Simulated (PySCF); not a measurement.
Se(NH2)(SH) (H3NSSe), SMILES N[Se]S.

Geometry optimised at B3LYP-D3(BJ)/def2-TZVP. One conformer was computed; it need not be the lowest.

Calculation: r2SCAN/def2-TZVPD in PySCF.

Gas-phase values at a fixed geometry.

```json
{
 "total_energy": "-2856.26932 hartree",
 "highest_occupied_level": "-5.97 eV",
 "lowest_empty_level": "-1.83 eV",
 "orbital_gap": "4.15 eV",
 "dipole_moment": "2.03 D",
 "quadrupole, principal values (traceless, Buckingham form, about the centre of nuclear charge)": "-6.01, -0.26, 6.27 D·Å",
 "mean_static_polarisability": "63.2 bohr³ (9.36 Å³)",
 "polarisability_principal_values": "50.3, 56.7, 82.4 bohr³"
}
```
